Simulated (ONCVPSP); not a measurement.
**What one change does to a pseudopotential (Co, ONCV)**

* Element: cobalt (Co)
* Generator: ONCVPSP 4.0.1
* Type: optimised norm-conserving Vanderbilt (ONCV)
* Functional: PBE
* Relativity: fully relativistic
* Frozen core: [Ar]
* Valence charge: 9
* Reference configuration: 3d7 4s2
* Partial waves: 4s: rc 2.40 bohr, ncon 3, nbas 7, qcut 2.7 1/bohr, 1 projector; p scattering state at 0.2 Ha: rc 2.55 bohr, ncon 4, nbas 8, qcut 3.4 1/bohr, 2 projectors, debl 1.3 Ha; 3d: rc 1.00 bohr, ncon 4, nbas 8, qcut 13.7 1/bohr, 3 projectors, debl 1.6 Ha
* Local potential: polynomial inside 0.90 bohr (lpopt 1, dvloc0 -1 Ha)
* Core correction: Teter function, fcfact 2.75, rcfact 1.6

Open shells are filled in proportion to 2j + 1.

In the p channel the program set the typed energies aside and used 0.050, 1.350 Ha (j = l + 1/2; the other j can differ).

Change: p: debl 0.15. In the p channel the program set the typed energies aside and used 0.050, 0.200 Ha (j = l + 1/2; the other j can differ).

Cutoffs: the cutoffs (Ha) at which the residual kinetic energy of the hardest occupied pseudo-wave falls to 1 and 0.1 mHa per electron; they do not see the model core or the augmentation charge, which bear on the density cutoff. Errors are all-electron minus pseudo energies relative to the spin-unpolarised reference configuration.

Q: Predict the effect on cutoff, ghosts and configuration errors.

A: The potential gets neither clearly harder nor softer (81 Ha and 93 Ha → 81 Ha and 93 Ha); both files keep a bound ghost (s); the errors of the 4 common tests hardly move.

```tsv
quantity	base	changed
cutoff, loose	81 Ha	81 Ha
cutoff, tight	93 Ha	93 Ha
bound ghosts	s	s
GHOST(+) flags under 300 eV	p3/2 at 51.6 eV, p1/2 at 53.9 eV	p3/2 at 31.6 eV, p1/2 at 34.3 eV
error for 3d7 4s1, meV [ΔE 9.03 eV]	-16	-16
error for 3d7 4s0, meV [ΔE 25.82 eV]	-156	-156
error for 3d6 4s0, meV [ΔE 61.69 eV]	-460	-460
error for 3d7 4s1 4p1, meV [ΔE 4.35 eV]	-6.1	-6.3
s: phases at 2.43 bohr within 0.05 rad from the reference energy up to (Ha; the scan ends near 5)	1.1	1.1
p3/2: phases at 2.60 bohr within 0.05 rad from the reference energy up to (Ha; the scan ends near 5)	1.8	1.1
p1/2: phases at 2.60 bohr within 0.05 rad from the reference energy up to (Ha; the scan ends near 5)	1.9	1.2
d5/2: phases at 1.01 bohr within 0.05 rad from the reference energy up to (Ha; the scan ends near 5)	to the end of the scan	to the end of the scan
d3/2: phases at 1.01 bohr within 0.05 rad from the reference energy up to (Ha; the scan ends near 5)	to the end of the scan	to the end of the scan
rms error of d²Exc/dni dnj with the model core, mHa	7.46	7.46
```

 A true bound ghost makes a file unfit for plane-wave use even where its test errors are small: the radial tests pick states by their node count and pass the ghost by.
